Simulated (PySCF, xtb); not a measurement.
CdH₂, SMILES [CdH2].

Harmonic wavenumbers (cm⁻¹) from GFN2-xTB (xtb) at its own minimum, in rising order: 269, 269, 1405, 1443.

Task: What does PBE0-D3(BJ)/def2-TZVPD run with PySCF 2.14.0 give at its own minimum? (An estimate is asked for; the answer gives what the named calculation found.)

Result: 642, 642, 1809, 1828. Paired by order, the mean absolute difference is 384 cm⁻¹ and the zero-point energies are 4.8 and 7.0 kcal/mol.
